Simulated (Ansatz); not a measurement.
Born–Oppenheimer molecular dynamics of a periodic cell of 36 atoms, H₆C₂O (contents 4 CH3CH2OH, density as packed 0.61 g/cm³ with natural masses). It goes on from the last frame of an earlier run, with new velocities.

Theory: DFT PBE-D3(BJ), scalar-relativistic, plane waves, PAW in Ansatz. Settings: accuracy low, cutoff 420 eV, k mesh 1x1x1, fermi-dirac smearing 0.05 eV, no spin polarisation.

- ensemble: NVT, Nosé–Hoover chain
- time step: 0.5 fs
- steps asked: 340
- set temperature: 500 K
- thermostat: time constant 100 fs, chain length 3
- seed: 39024

Frames 2.5 fs apart, positions in Å, forces in eV/Å.

Velocities at 115.0 fs (Å/ps):

```
C 4.70 -5.73 -0.33
C -2.52 4.95 1.75
O 7.67 5.37 -1.86
H 25.47 2.83 -14.33
H -1.56 -6.91 4.02
H 22.03 7.38 32.40
H -2.96 -27.17 -8.84
H 22.42 -1.83 -12.96
H 23.63 -19.59 28.43
C 0.75 6.52 6.28
C -6.26 -0.35 -8.61
O -6.74 -4.06 -5.30
H -5.27 -23.45 -36.49
H -4.19 -23.69 -18.59
H 12.80 -26.50 -12.94
H 32.85 13.93 3.12
H -9.29 -6.50 -27.27
H -0.64 7.12 -39.64
C -4.73 -7.38 14.59
C 6.06 -6.06 -1.11
O -6.17 6.91 0.90
H 10.89 41.57 -9.33
H -7.29 -25.44 9.83
H -5.31 -5.23 -9.04
H 23.14 -0.56 -5.27
H -21.14 5.06 31.48
H 10.97 28.05 3.27
C -1.78 2.02 -1.89
C -8.62 -0.12 -1.22
O 8.72 -3.82 2.51
H -8.63 32.41 10.82
H -11.28 -0.05 -28.74
H 9.54 -26.18 20.69
H 16.41 49.85 27.07
H -17.53 -2.22 4.35
H -22.34 10.50 -5.29
```

```xyz
36
Lattice="7.9602 0.0000 0.0000 0.0000 7.9602 0.0000 0.0000 0.0000 7.9602" Properties=species:S:1:pos:R:3:forces:R:3 time_fs=115.0 energy_less_start_eV=0.332 T=481
C 3.451 4.445 5.479 0.45 0.61 0.33
C 2.780 4.545 6.818 -0.12 -2.44 0.14
O 3.737 4.612 7.913 -1.42 1.96 0.87
H 3.299 5.295 8.530 1.17 -1.40 -0.98
H 2.124 5.383 6.810 -0.78 0.91 0.29
H 2.203 3.601 6.926 -0.20 0.44 0.46
H 2.731 4.147 4.675 0.74 -0.17 0.53
H 3.731 5.471 5.327 0.58 0.67 -0.91
H 4.381 3.857 5.624 -0.58 -0.03 -0.70
C -0.065 8.264 0.984 -0.98 1.12 -0.04
C -0.043 7.963 2.501 1.50 -0.07 -1.15
O -0.467 6.605 2.618 -0.04 0.49 0.07
H -0.154 6.255 3.450 0.10 -0.26 0.58
H 1.023 8.136 2.901 -1.23 -0.33 -0.22
H -0.747 8.659 2.979 0.04 0.06 0.21
H 0.375 9.305 0.870 -0.63 -0.97 -0.25
H 0.485 7.566 0.292 -0.36 0.29 0.94
H -1.184 8.292 0.709 1.57 0.10 -0.06
C 7.689 3.866 2.467 -0.26 -1.01 -2.08
C 6.831 4.100 1.220 -0.71 -1.07 -0.85
O 5.847 3.009 1.190 -1.87 0.77 0.40
H 4.896 3.375 1.159 1.91 -0.38 -0.19
H 6.299 5.113 1.124 1.08 -1.30 0.21
H 7.426 3.810 0.337 0.19 0.91 -0.23
H 8.567 4.435 2.469 1.28 1.52 0.11
H 7.014 4.099 3.220 -0.82 0.14 2.35
H 8.102 2.843 2.488 -0.75 -0.13 0.14
C 3.893 1.304 6.173 -1.40 1.83 1.06
C 2.308 1.040 6.219 2.77 0.86 2.26
O 2.153 -0.054 5.420 -0.63 -1.68 -1.60
H 1.212 -0.263 5.355 -0.21 -0.08 -0.06
H 1.987 0.795 7.247 0.14 0.23 0.10
H 1.763 1.926 5.927 -0.36 0.54 -0.56
H 4.290 2.176 6.832 -0.88 -1.49 -0.70
H 4.420 0.400 6.447 0.19 -0.36 -0.11
H 4.049 1.628 5.147 0.54 -0.29 -0.35
36
Lattice="7.9602 0.0000 0.0000 0.0000 7.9602 0.0000 0.0000 0.0000 7.9602" Properties=species:S:1:pos:R:3:forces:R:3 time_fs=117.5 energy_less_start_eV=0.487 T=449
C 3.465 4.432 5.479 1.02 0.82 0.33
C 2.774 4.552 6.822 0.55 -1.26 0.09
O 3.754 4.628 7.909 0.07 -0.25 -1.31
H 3.386 5.277 8.480 -0.33 1.08 1.17
H 2.097 5.395 6.828 -0.33 0.46 0.21
H 2.246 3.626 7.017 -0.72 -0.26 0.09
H 2.751 4.077 4.674 0.96 0.11 0.74
H 3.799 5.476 5.270 -0.04 -0.57 -0.49
H 4.411 3.815 5.671 -1.34 0.54 -0.86
C -0.065 8.283 0.998 -0.31 0.74 -1.78
C -0.055 7.960 2.476 1.55 -1.73 -1.27
O -0.485 6.596 2.603 -0.56 0.65 -0.76
H -0.157 6.184 3.390 0.43 -0.22 0.96
H 0.982 8.070 2.851 -0.22 0.07 0.21
H -0.726 8.609 2.962 -0.93 1.14 0.95
H 0.435 9.305 0.872 -0.82 -1.09 -0.14
H 0.449 7.564 0.260 -0.27 0.58 1.46
H -1.138 8.315 0.614 1.09 0.33 0.44
C 7.676 3.848 2.500 -0.21 2.74 -0.57
C 6.845 4.081 1.216 -0.22 -2.19 0.04
O 5.829 3.027 1.193 -0.01 0.00 0.38
H 4.968 3.468 1.130 -0.16 0.01 -0.27
H 6.311 5.023 1.153 0.48 0.47 0.01
H 7.420 3.824 0.310 0.35 0.74 0.03
H 8.637 4.464 2.461 -1.24 -0.03 0.33
H 6.958 4.108 3.342 1.25 -0.56 -0.40
H 8.112 2.889 2.503 -0.19 -1.82 0.33
C 3.886 1.315 6.172 -1.17 2.44 1.50
C 2.295 1.041 6.221 4.23 0.25 1.47
O 2.172 -0.067 5.423 -2.02 -1.40 -1.51
H 1.194 -0.188 5.378 0.67 -0.43 -0.34
H 1.960 0.797 7.196 -0.15 -0.18 1.60
H 1.763 1.897 5.952 -1.09 1.68 -1.19
H 4.300 2.240 6.867 -1.16 -2.47 -1.40
H 4.384 0.386 6.454 0.21 0.03 -0.23
H 4.011 1.644 5.128 0.61 -0.44 0.16
36
Lattice="7.9602 0.0000 0.0000 0.0000 7.9602 0.0000 0.0000 0.0000 7.9602" Properties=species:S:1:pos:R:3:forces:R:3 time_fs=120.0 energy_less_start_eV=0.073 T=542
C 3.483 4.423 5.480 0.58 1.52 0.74
C 2.771 4.553 6.827 -0.01 0.28 0.38
O 3.771 4.644 7.901 0.21 -0.20 -1.15
H 3.463 5.312 8.489 -0.37 1.04 0.93
H 2.052 5.430 6.859 0.71 -0.73 0.00
H 2.250 3.639 7.113 -0.62 -0.20 -0.42
H 2.823 4.012 4.712 0.10 -0.05 -0.09
H 3.866 5.450 5.184 -0.49 -0.98 0.04
H 4.370 3.799 5.671 -0.24 0.00 -0.45
C -0.067 8.306 1.004 0.28 -0.17 -1.30
C -0.059 7.950 2.446 -1.11 -0.99 0.16
O -0.504 6.589 2.587 -0.08 -0.50 0.62
H -0.139 6.108 3.376 -0.25 1.01 -0.83
H 0.931 8.009 2.814 1.33 0.40 0.72
H -0.749 8.614 2.993 0.19 0.16 0.10
H 0.450 9.248 0.865 0.00 0.47 -0.15
H 0.401 7.591 0.308 0.60 -0.34 0.59
H -1.035 8.358 0.542 -1.02 0.50 0.20
C 7.663 3.842 2.529 0.75 1.79 -0.24
C 6.857 4.052 1.212 0.37 -2.68 0.81
O 5.810 3.046 1.198 1.25 -0.75 0.32
H 5.032 3.564 1.083 -1.61 0.43 -0.49
H 6.349 4.962 1.184 -0.27 1.99 -0.07
H 7.435 3.880 0.285 0.38 0.29 0.29
H 8.644 4.497 2.472 -1.80 -0.73 0.42
H 6.967 4.089 3.450 1.51 -0.61 -1.53
H 8.106 2.844 2.536 -0.51 -0.44 0.37
C 3.872 1.337 6.177 -1.44 0.16 0.30
C 2.302 1.044 6.231 2.33 1.59 0.99
O 2.185 -0.085 5.421 -1.71 -0.46 -0.81
H 1.209 -0.138 5.380 0.24 -0.75 -0.51
H 1.927 0.793 7.225 0.25 0.13 0.49
H 1.711 1.948 5.915 0.32 -0.56 -0.31
H 4.244 2.168 6.827 -0.38 -0.77 -0.22
H 4.359 0.374 6.448 0.02 0.57 -0.32
H 4.007 1.635 5.116 0.49 -0.41 0.43
36
Lattice="7.9602 0.0000 0.0000 0.0000 7.9602 0.0000 0.0000 0.0000 7.9602" Properties=species:S:1:pos:R:3:forces:R:3 time_fs=122.5 energy_less_start_eV=0.261 T=505
C 3.504 4.422 5.486 -0.90 1.31 0.94
C 2.767 4.554 6.835 -0.14 0.21 0.69
O 3.789 4.660 7.889 -0.51 2.17 1.28
H 3.521 5.397 8.542 0.45 -1.46 -1.47
H 2.045 5.429 6.889 0.79 -0.71 -0.19
H 2.220 3.643 7.184 -0.06 0.35 -0.93
H 2.901 3.943 4.745 -0.75 -0.23 -0.73
H 3.907 5.373 5.099 -0.37 -0.03 0.21
H 4.317 3.781 5.644 1.41 -0.95 0.24
C -0.068 8.328 1.003 -0.28 -0.49 -0.66
C -0.069 7.935 2.416 -1.10 0.03 2.27
O -0.524 6.581 2.572 -0.34 -0.23 0.00
H -0.133 6.084 3.324 -0.08 0.90 -0.44
H 0.945 7.969 2.816 0.35 0.42 0.21
H -0.764 8.631 3.031 0.99 -0.69 -0.67
H 0.466 9.218 0.848 0.81 1.53 -0.10
H 0.387 7.597 0.390 1.19 -1.30 -0.56
H -0.986 8.430 0.481 -1.62 0.40 0.13
C 7.654 3.844 2.557 1.09 -1.27 -1.24
C 6.871 4.011 1.212 -0.65 0.37 1.29
O 5.795 3.063 1.203 -0.93 0.76 -0.40
H 5.021 3.671 1.010 0.50 -1.36 -0.13
H 6.382 4.999 1.210 0.56 0.07 -0.06
H 7.472 3.953 0.277 0.24 -0.27 0.49
H 8.553 4.492 2.507 -0.22 -0.17 0.23
H 7.058 4.035 3.475 0.07 -0.06 -0.59
H 8.070 2.773 2.591 -0.64 1.17 0.20
C 3.850 1.359 6.183 -2.65 -4.03 -2.66
C 2.320 1.054 6.246 0.29 1.32 0.59
O 2.191 -0.104 5.415 -0.52 0.41 0.05
H 1.235 -0.131 5.353 -0.69 -0.73 -0.51
H 1.909 0.796 7.283 0.75 0.49 -0.95
H 1.674 1.974 5.857 1.09 -1.58 0.45
H 4.174 2.068 6.788 1.47 3.35 2.96
H 4.336 0.393 6.424 0.08 0.35 -0.09
H 4.034 1.603 5.128 0.30 -0.05 0.15
36
Lattice="7.9602 0.0000 0.0000 0.0000 7.9602 0.0000 0.0000 0.0000 7.9602" Properties=species:S:1:pos:R:3:forces:R:3 time_fs=125.0 energy_less_start_eV=0.121 T=537
C 3.521 4.426 5.496 -1.05 -1.67 0.44
C 2.764 4.556 6.845 1.09 -0.53 0.44
O 3.805 4.683 7.881 -0.15 1.12 0.72
H 3.599 5.411 8.523 -0.05 -0.68 -0.88
H 2.080 5.391 6.909 -0.15 0.61 -0.22
H 2.184 3.664 7.202 0.27 0.25 -0.94
H 2.941 3.866 4.743 -0.42 0.39 0.04
H 3.927 5.295 5.024 -0.02 1.09 0.08
H 4.334 3.717 5.629 0.43 0.13 0.34
C -0.069 8.348 0.998 0.05 0.00 -2.42
C -0.083 7.920 2.397 0.48 0.37 3.01
O -0.546 6.572 2.557 -1.23 1.07 -1.68
H -0.126 6.107 3.254 0.85 -0.32 1.27
H 0.979 7.954 2.828 -0.98 0.26 -0.49
H -0.725 8.611 3.034 0.52 -0.49 -0.45
H 0.521 9.263 0.828 -0.06 -0.14 0.31
H 0.435 7.538 0.448 0.14 0.05 -0.23
H -1.020 8.523 0.434 0.18 -0.18 0.92
C 7.649 3.840 2.577 0.04 -3.46 -2.93
C 6.882 3.971 1.218 -0.95 2.73 1.61
O 5.777 3.082 1.207 -0.99 0.81 -0.82
H 5.029 3.708 0.929 0.70 -1.52 0.05
H 6.443 5.045 1.233 0.71 -1.33 -0.11
H 7.522 4.011 0.297 -0.01 -0.80 0.54
H 8.455 4.482 2.555 2.30 1.21 -0.10
H 7.150 3.979 3.475 -1.90 0.61 1.56
H 8.000 2.762 2.657 0.07 0.94 -0.10
C 3.817 1.365 6.180 -0.25 -0.42 0.49
C 2.341 1.071 6.263 -0.75 -0.05 -0.52
O 2.195 -0.123 5.410 -0.81 0.66 0.50
H 1.230 -0.166 5.297 0.07 -0.37 -0.22
H 1.934 0.826 7.292 0.64 0.35 -0.79
H 1.696 1.913 5.823 0.70 -0.81 0.51
H 4.169 2.118 6.884 0.07 0.10 -0.02
H 4.319 0.429 6.396 0.36 -0.43 0.37
H 4.078 1.569 5.147 0.10 0.44 -0.29
36
Lattice="7.9602 0.0000 0.0000 0.0000 7.9602 0.0000 0.0000 0.0000 7.9602" Properties=species:S:1:pos:R:3:forces:R:3 time_fs=127.5 energy_less_start_eV=0.621 T=431
C 3.533 4.422 5.507 -0.23 -2.75 -0.58
C 2.766 4.555 6.858 2.18 -0.01 -0.18
O 3.821 4.710 7.875 0.39 -2.21 -1.78
H 3.673 5.399 8.464 -0.86 2.23 1.59
H 2.108 5.387 6.917 -0.60 1.22 -0.23
H 2.162 3.697 7.166 0.12 -0.45 -0.41
H 2.955 3.810 4.742 -0.05 0.86 0.67
H 3.942 5.272 4.957 -0.30 0.53 0.61
H 4.377 3.661 5.634 -0.71 1.31 0.25
C -0.070 8.367 0.982 0.99 -0.19 -2.39
C -0.095 7.906 2.393 1.49 0.10 1.35
O -0.571 6.567 2.536 -0.25 0.36 -0.22
H -0.079 6.123 3.241 -0.08 0.19 0.02
H 0.962 7.953 2.816 -0.73 0.02 -0.51
H -0.659 8.568 3.015 -0.84 0.68 0.67
H 0.574 9.304 0.824 -0.74 -1.18 0.46
H 0.493 7.481 0.490 -0.88 1.35 -0.10
H -1.050 8.607 0.437 0.98 -0.62 0.96
C 7.645 3.821 2.586 -0.04 -0.48 -0.80
C 6.888 3.943 1.232 -0.38 2.90 1.69
O 5.756 3.103 1.208 0.94 -0.81 -0.17
H 5.068 3.663 0.847 -0.97 0.17 -0.57
H 6.543 5.020 1.250 -0.02 -0.79 -0.12
H 7.573 4.021 0.348 -0.11 -1.18 0.25
H 8.470 4.527 2.598 0.70 -0.33 -0.20
H 7.144 3.955 3.543 -1.15 0.61 -0.16
H 7.935 2.799 2.719 1.04 -0.91 -0.16
C 3.783 1.367 6.177 2.63 1.41 1.99
C 2.358 1.087 6.278 -0.27 -2.17 -1.68
O 2.196 -0.139 5.407 -0.98 0.47 0.62
H 1.228 -0.223 5.229 0.73 0.07 0.19
H 1.994 0.875 7.262 -0.12 -0.19 0.86
H 1.754 1.812 5.813 -0.96 1.45 -0.48
H 4.174 2.187 6.991 -0.84 -1.89 -2.01
H 4.321 0.445 6.388 0.20 -0.37 0.55
H 4.127 1.560 5.154 -0.28 0.61 0.05
```

Of the whole run (170 fs, mean temperature of the second half 501 K): The conserved energy stayed within 0.25 meV per atom of its start (net change 0.086 meV per atom), so the integration is sound. A run of 0.17 ps of so small a system gives no equilibrium averages. Limits of this set-up: coarse k mesh, low accuracy level.

The run took 13 min on 1 thread of Arm Neoverse V1 (shared host), peak memory 0.48 GiB.
